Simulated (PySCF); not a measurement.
Computed IR spectrum (relative IR intensity) of a molecule C₆H₆. Geometry optimised at PBE0-D3(BJ)/def2-SVP. One conformer was computed; it need not be the lowest. Level of theory: PBE0-D3(BJ)/def2-SVP run with PySCF. No scaling factor is applied to the harmonic values.

```csv
ν (cm⁻¹),relative intensity
93,4.7
190,18
251,5.3
315,7.5
400,2.1
405,4.5
557,9.8
811,21
874,96
880,33
1026,6.0
1030,4.6
1348,7.8
1391,10
1442,32
1472,17
2083,100
2370,15
3048,47
3138,5.4
3142,16
```

Pick the molecule that these values belong to.
A. C=C=CC#CC
B. C#CC(C)C#C
C. c1ccccc1
D. C#CC(C)=C=C

A, C=C=CC#CC
